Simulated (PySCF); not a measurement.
BeCl2, SMILES [Cl][Be][Cl].

Geometry: B3LYP-D3(BJ)/def2-TZVP. The isomer is the one that the SMILES or the coordinates give; other isomers of the formula were not compared.

The numbers are results of PBE/def2-TZVPD in PySCF, not measurements.

```
Property                                                                                                       Result
---------------------------------------------------------------------------------------------  ----------------------
total energy                                                                                       -934.90925 hartree
point group                                                                                                       D∞h
highest occupied level                                                                                       -8.21 eV
lowest empty level                                                                                           -1.27 eV
orbital gap                                                                                                   6.95 eV
dipole moment                                                                                                  0.00 D
quadrupole, principal values (traceless, Buckingham form, about the centre of nuclear charge)   -4.44, 2.22, 2.22 D·Å
mean static polarisability                                                                       43.8 bohr³ (6.49 Å³)
polarisability, principal values                                                               36.5, 36.5, 58.3 bohr³
```
